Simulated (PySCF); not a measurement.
Delta-SCF ions had no search for a lower state. Excitations are Tamm–Dancoff values on a coarser integration grid. The basis has no diffuse functions, so Rydberg states are missing or too high.

# C4H8BN, SMILES `C(/B)(=C\C=C)N` (charge 0, multiplicity 1)

Level of theory: PySCF 2.14.0 with PBE0-D4/def2-TZVP.

| Quantity | Value |
|---|---|
| HOMO | -5.92 eV |
| dipole moment | 1.86 D |
| HOMO–LUMO gap | 3.81 eV |
| LUMO | -2.11 eV |
| S1 excitation (TDA) | 3.75 eV |
| S1 oscillator strength | 0.445 |
| brightest of the four lowest singlets (TDA) | 3.75 eV |
| T1 excitation (TDA) | 1.77 eV |
| S1–T1 gap (TDA) | 1.98 eV |
| vertical ionisation energy (Delta-SCF) | 7.77 eV |
| total energy | -236.5866 Ha |
| cost | around 6 core-minutes (rough) |

```xyz
14

B      2.1450     0.8107    -0.6205
C      1.0165    -0.0637    -0.0633
N      1.3242    -1.2715     0.5319
C     -0.2634     0.3855    -0.2305
C     -1.4638    -0.2820     0.1892
C     -2.6926     0.2240     0.0352
H      3.2918     0.4768    -0.5051
H      1.8754     1.8372    -1.1675
H      2.2797    -1.3861     0.8206
H      0.6588    -1.6848     1.1630
H     -0.3804     1.3376    -0.7350
H     -1.3715    -1.2652     0.6456
H     -2.8452     1.1965    -0.4216
H     -3.5746    -0.3150     0.3581
```
Charge 0, spin multiplicity 1.
